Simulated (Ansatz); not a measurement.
Isolated molecules relaxed with PBE0-D4/def2-TZVP in Ansatz; ΔE leaves out vibrations. CBS: MP2 limit from def2 TZ/QZ plus the TZ coupled-cluster correction, frozen cores. DFT in def2-TZVPP. For Mg outer-core shells are correlated without core-valence functions, which leaves a few kJ/mol of doubt a bond. One conformer a species, not always the lowest.

Consider the redistribution: `CO[SiH](C)Cl` + `C[CH](C)[Mg][OH]` → `CO[SiH](C)O` + `C[CH](C)[Mg][Cl]`.

```tsv
level	ΔE (kcal/mol)
ωB97X-V	-19.8
PBE	-18.9
```

What does CCSD(T)/CBS give? (Best estimate.)

Computed: -19.0 kcal/mol. The listed levels differ from it by -0.8, 0.1 kcal/mol.

Largest T1 diagnostic among the species: 0.011.

From PBE to PBE0 (25 % exact exchange), in def2-TZVPP and without D4, ΔE moves by −1.4 kcal/mol. In def2-TZVPP, CCSD(T) changes the Hartree–Fock value by +4.6 kcal/mol (the triples alone add +0.5 kcal/mol) and MP2 by +6.0 kcal/mol. The D4 term adds +1.0 kcal/mol with B3LYP and +0.5 kcal/mol with PBE0; it sums over pairs of atoms, weighted by their polarisabilities, and B3LYP, whose exchange is more repulsive, gets the larger term.

B3LYP here is the variant with VWN-RPA as its local correlation; programs differ in this.
